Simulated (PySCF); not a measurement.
Au(CO) (CAuO), SMILES [Au+]<-[C-]#[O+], charge +1, multiplicity 1. Atoms are numbered in the order given.

```xyz
3

Au     0.0000     0.0000     0.3897
O      0.0000     0.0000    -2.6769
C      0.0000     0.0000    -1.5619
```
Charge +1, spin multiplicity 1.

Coordinates come from a B3LYP-D3(BJ)/def2-TZVP optimisation. The spin state was assumed, not searched. The isomer is the one that the SMILES or the coordinates give; other isomers of the formula were not compared. The def2 effective core potentials stand for the cores of Au; spin–orbit coupling is left out.

Calculation: PBE0/def2-TZVPD (PySCF).

The molecule is in vacuum.

The total energy is -248.67648 hartree. The point group is C∞v, the highest occupied level is -15.54 eV and the lowest empty level is -9.53 eV. The orbital gap is 6.01 eV and the dipole moment about the centre of nuclear charge comes out as 0.06 D. The mean static polarisability comes out as 29.4 bohr³ (4.36 Å³). The polarisability, principal values comes out as 23.9, 23.9, 40.4 bohr³.
